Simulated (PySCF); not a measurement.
From a computed spectrum to the compound

A species of 4 atoms with charge -1 has these harmonic modes (PBE0, small Gaussian bases with core potentials, PySCF 2.14.0):

```
cm⁻¹  km/mol  symmetry
 177    15.3        a'
 179    11.9       a''
 501    68.8        a'
 726    88.6        a'
 838    55.4        a'
3859     0.5        a'
```

**Question.** Which species is it, and in which structure?

**Answer.** [HgO(OH)]− (singlet):
```xyz
4

Hg    0.0216    0.0018   -0.0058
O     1.8605    0.0963   -0.3927
O    -1.9795   -0.1358    0.4821
H    -2.4417    0.2751   -0.2571
```
Ideal gas at 298.15 K and 1 bar: S = 289.4 J/(mol K), Cp = 59.9 J/(mol K), H − H(0 K) = 14.1 kJ/mol (rigid rotor, harmonic modes, spin degeneracy alone). 
 Other answers can fit too; this one was computed.
